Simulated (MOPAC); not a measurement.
MOPAC input (PM6):

```
PM6 FORCE THERMO(298,298) PRECISE LET CHARGE=-1 GEO-OK AUX(PRECISION=9) THREADS=1
C2H8BN2

C    -1.74842683 1   -0.84809575 1   -0.09431266 1
C    -0.62465807 1   -0.45253049 1    0.84977280 1
B     0.49959533 1    0.35567291 1   -0.01363234 1
N     0.48286729 1    1.69263865 1   -0.31940617 1
N     1.63342532 1   -0.53198215 1   -0.51165576 1
H    -2.19051910 1    0.03989520 1   -0.56031321 1
H    -1.34948533 1   -1.46502831 1   -0.90999413 1
H    -2.54003956 1   -1.40681925 1    0.40916177 1
H    -0.97754986 1    0.20751586 1    1.64959064 1
H    -0.16691641 1   -1.33143763 1    1.31609149 1
H    -0.35021506 1    2.14560285 1    0.00239576 1
H     2.07956596 1   -0.93836248 1    0.29273790 1
H     2.30940104 1    0.06776856 1   -0.96247578 1
```

Output:

```
 *******************************************************************************
 **                                                                           **
 **                              MOPAC v23.2.5                                **
 **                                                                           **
 *******************************************************************************
 ** MOPAC's Digital Object Identifier: https://doi.org/10.5281/zenodo.6511958 **
 **                                                                           **
 ** Please cite the open-source release paper for use of this MOPAC version:  **
 ** J. E. Moussa and J. J. P. Stewart (2026)                                  **
 ** MOPAC: An open-source semiempirical molecular orbital program             **
 ** J. Open Source Softw., 11(119), 8025, https://doi.org/10.21105/joss.08025 **
 *******************************************************************************

                              PM6 CALCULATION RESULTS

 *******************************************************************************
 *  PM6        - The PM6 Hamiltonian to be used
 *  GEO-OK     - OVERRIDE INTERATOMIC DISTANCE AND OTHER SAFETY CHECKS
 *
 *
 *
 *                 CHARGE ON SYSTEM = -1
 *
 *
 *
 *  LET        - OVERRIDE SOME SAFETY CHECKS
 *  PRECISE    - TIGHTER CRITERIA TO BE USED
 *  FORCE      - FORCE CALCULATION SPECIFIED
 *  AUX        - OUTPUT AUXILIARY INFORMATION
 *  THERMO     - THERMODYNAMIC QUANTITIES TO BE CALCULATED
 *******************************************************************************
PM6 FORCE THERMO(298,298) PRECISE LET CHARGE=-1 GEO-OK AUX(PRECISION=9) THREADS=1
 C2H8BN2

   ATOM   CHEMICAL          X               Y               Z
  NUMBER   SYMBOL      (ANGSTROMS)     (ANGSTROMS)     (ANGSTROMS)

     1       C         -1.74842683  *  -0.84809575  *  -0.09431266  *
     2       C         -0.62465807  *  -0.45253049  *   0.84977280  *
     3       B          0.49959533  *   0.35567291  *  -0.01363234  *
     4       N          0.48286729  *   1.69263865  *  -0.31940617  *
     5       N          1.63342532  *  -0.53198215  *  -0.51165576  *
     6       H         -2.19051910  *   0.03989520  *  -0.56031321  *
     7       H         -1.34948533  *  -1.46502831  *  -0.90999413  *
     8       H         -2.54003956  *  -1.40681925  *   0.40916177  *
     9       H         -0.97754986  *   0.20751586  *   1.64959064  *
    10       H         -0.16691641  *  -1.33143763  *   1.31609149  *
    11       H         -0.35021506  *   2.14560285  *   0.00239576  *
    12       H          2.07956596  *  -0.93836248  *   0.29273790  *
    13       H          2.30940104  *   0.06776856  *  -0.96247578  *

          CARTESIAN COORDINATES

    NO.       ATOM           X           Y           Z

     1         C         -1.7484     -0.8481     -0.0943
     2         C         -0.6247     -0.4525      0.8498
     3         B          0.4996      0.3557     -0.0136
     4         N          0.4829      1.6926     -0.3194
     5         N          1.6334     -0.5320     -0.5117
[...]
 TRANSITION DIPOLE   0.1762         C  2 -- H  9         +46.0% ( 66.8%)     97.0%
 TRAVEL (Ang.)       0.2340         C  1 -- H  8          +3.2% ( 17.7%)     99.7%
 REDUCED MASS        0.4497         C  1 -- C  2          +0.5% (  6.7%)     57.4%
 EFFECTIVE MASS      1.2211
 FORCE CONSTANT      1.9875

 VIBRATION         30   30A           ATOM PAIR      ENERGY CONTRIBUTION    RADIAL
 FREQUENCY          2781.30         C  1 -- H  6         +37.9% ( 59.4%)     97.0%
 TRANSITION DIPOLE   0.2499         C  1 -- H  7         +37.0% ( 58.7%)     96.8%
 TRAVEL (Ang.)       0.2729         C  1 -- H  8         +22.7% ( 45.9%)     93.5%
 REDUCED MASS        0.3254         C  2 -- H 10          +1.1% ( 10.0%)     87.8%
 EFFECTIVE MASS      1.1384
 FORCE CONSTANT      1.4832

 VIBRATION         31   31A           ATOM PAIR      ENERGY CONTRIBUTION    RADIAL
 FREQUENCY          2820.33         N  5 -- H 13         +60.5% ( 79.5%)     98.0%
 TRANSITION DIPOLE   0.3664         N  5 -- H 12         +38.7% ( 63.6%)     95.9%
 TRAVEL (Ang.)       0.2110         B  3 -- N  5          +0.7% (  8.8%)      0.1%
 REDUCED MASS        0.5371
 EFFECTIVE MASS      1.4985
 FORCE CONSTANT      2.5169

 VIBRATION         32   32A           ATOM PAIR      ENERGY CONTRIBUTION    RADIAL
 FREQUENCY          2841.81         N  4 -- H 11         +99.2% ( 99.9%)     99.5%
 TRANSITION DIPOLE   0.2149         B  3 -- N  4          +0.6% (  7.9%)     24.0%
 TRAVEL (Ang.)       0.1592         N  5 -- H 12          +0.2% (  4.0%)     98.4%
 REDUCED MASS        0.9368
 EFFECTIVE MASS      1.4016
 FORCE CONSTANT      4.4574

 VIBRATION         33   33A           ATOM PAIR      ENERGY CONTRIBUTION    RADIAL
 FREQUENCY          2865.21         N  5 -- H 12         +61.4% ( 77.0%)     99.0%
 TRANSITION DIPOLE   0.3262         N  5 -- H 13         +38.1% ( 60.7%)     97.0%
 TRAVEL (Ang.)       0.2152         B  3 -- N  5          +0.3% (  5.2%)     30.4%
 REDUCED MASS        0.5080         N  4 -- H 11          +0.1% (  3.4%)     99.0%
 EFFECTIVE MASS      1.2169
 FORCE CONSTANT      2.4569

      SYMMETRY NUMBER FOR POINT-GROUP C1  =  1

          SYSTEM IS A GROUND STATE

 C2H8BN2

          MOLECULE IS NOT LINEAR

          THERE ARE 33 GENUINE VIBRATIONS IN THIS SYSTEM
          THIS THERMODYNAMICS CALCULATION IS LIMITED TO
          MOLECULES WHICH HAVE NO INTERNAL ROTATIONS

                    CALCULATED THERMODYNAMIC PROPERTIES
                                          *
   TEMP. (K)   PARTITION FUNCTION   H.O.F.    ENTHALPY  HEAT CAPACITY ENTROPY
                                   KCAL/MOL   CAL/MOLE    CAL/K/MOL  CAL/K/MOL

 298.00  VIB.     0.1021D+03                  2593.9059    17.4620    17.8961
         ROT.     0.1037D+06                   888.2803     2.9808    25.9311
         INT.     0.1058D+08                  3482.1862    20.4428    43.8272
         TRA.     0.5773D+27                  1480.4672     4.9680    38.6910
         TOT.                      -40.885    4962.6534    25.4108    82.5182

   *: NOTE: HEATS OF FORMATION ARE RELATIVE TO THE
            ELEMENTS IN THEIR STANDARD STATE AT 298K
              (=  Standard Enthalpy of Formation).

            Hvib:  Zero-point energy is not included.
                   frequencies of less than zero cm-1 are not included.
            Hrot = (3/2)RT
            Htra = (3/2)RT + pV = (5/2)RT

            Heat capacity is Cp, not Cv

          For more information, see: HTTP://OpenMOPAC.net/Manual/thermochemistry.html

           FORCE CONSTANT IN CARTESIAN COORDINATES (Millidynes/A)

    ATOM   CHEMICAL       X               Y               Z
   NUMBER   SYMBOL  FORCE CONSTANT  FORCE CONSTANT  FORCE CONSTANT

      1       C        7.028816        6.252204        6.241638
      2       C        6.993278        5.869724        6.477610
      3       B        2.599649        7.132450        9.168861
      4       N        1.132756        4.437896        8.433754
      5       N        4.174677        6.528458        5.225549
      6       H        1.183876        1.362030        2.856207
      7       H        1.153692        1.406364        2.837057
      8       H        1.231880        3.578933        0.538256
      9       H        1.236586        1.240625        2.889254
     10       H        1.228477        1.327230        2.836135
     11       H        0.630057        1.174326        3.619504
     12       H        2.346584        2.084322        1.256575
     13       H        1.020104        4.056158        0.731898

 **********************
 *                    *
 * JOB ENDED NORMALLY *
 *                    *
 **********************

 == MOPAC DONE ==
```

The dipole moment of an ion depends on the origin.
